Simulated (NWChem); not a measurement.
# GeNH2F3; SMILES [NH2][Ge]([F])([F])[F]

```xyz
7

N      0.4936    -1.7508     0.0000
Ge     0.0006    -0.0087     0.0000
F     -0.9403     0.3359    -1.3982
F     -0.9403     0.3359     1.3982
F      1.2684     1.1673     0.0000
H      1.0187    -2.0097    -0.8314
H      1.0187    -2.0097     0.8314
```
Atoms are numbered in this order, from 1.

Results from NWChem. Pople sets run with spherical d functions. Structure relaxed at the B3LYP/6-31G* (spherical d) level.

### Question
Estimate the computed values for PBE0/6-31G*. Quantities: highest occupied level (eV); orbital gap (eV); dipole (D).

### Answer
| Property | Value |
|---|---|
| highest occupied level (eV) | -8.86 |
| orbital gap (eV) | 8.15 |
| dipole (D) | 3.35 |
